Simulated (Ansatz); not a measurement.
Pulling on the C2–B1 bond in CH5B (SMILES BC) (multiplicity 1 held, fragments rigid). Energies count from the point at 1.551 Å.
Geometry at that point (charge 0, multiplicity 1):
```xyz
7

B      0.867     0.079     0.011
C     -0.677    -0.067    -0.041
H      1.566    -0.865     0.229
H      1.386     1.149    -0.102
H     -0.995     0.076     1.007
H     -1.037    -1.056    -0.327
H     -1.194     0.702    -0.616
```

Signs of static correlation in cc-pVTZ, with CASSCF(2,2), from Ansatz (a quantum-chemistry and plane-wave program) runs.

| R (Å) | T1 of restricted CCSD | ⟨S²⟩ of UHF | largest double amplitude of restricted CCSD | weight of the CASSCF reference in MRCISD | CASSCF natural occupations |
|---|---|---|---|---|---|
| 1.241 | 0.009 | 0.000 | 0.024 | 0.912 | 1.98 0.02 |
| 1.396 | 0.009 | 0.000 | 0.028 | 0.909 | 1.99 0.01 |
| 1.551 | 0.009 | 0.000 | 0.032 | 0.909 | 1.99 0.01 |
| 1.706 | 0.009 | 0.000 | 0.035 | 0.908 | 1.98 0.02 |
| 1.861 | 0.008 | 0.000 | 0.038 | 0.908 | 1.97 0.03 |
| 2.094 | 0.009 | 0.000 | 0.052 | 0.907 | 1.94 0.06 |
| 2.327 | 0.010 | 0.082 | 0.078 | 0.907 | 1.90 0.10 |
| 2.715 | 0.015 | 0.691 | ___ | 0.907 | 1.78 0.22 |
| 3.102 | 0.023 | 0.896 | 0.328 | 0.908 | 1.60 0.40 |
| 3.568 | 0.033 | 0.977 | ___ | 0.909 | 1.38 0.62 |
| 4.188 | 0.044 | 1.004 | 0.634 | 0.909 | 1.18 0.82 |
| 4.964 | 0.049 | 1.010 | 0.752 | 0.909 | 1.06 0.94 |

### Question
Some entries are withheld; supply them.

### Answer

- 2.715, largest double amplitude of restricted CCSD: 0.207
- 3.568, largest double amplitude of restricted CCSD: 0.473

Doubts at one or more of the structures used: a restricted determinant that unrestricted orbitals would lower (R-CCSD(T)/cc-pVTZ); other coupled-cluster roots lie near (R-CCSD(T)/cc-pVTZ); a spin-contaminated determinant (U-CCSD(T)/cc-pVTZ); T1 above 0.05 (U-CCSD(T)/cc-pVTZ); the program's own flag: other amplitudes (U-CCSD(T)/cc-pVTZ).
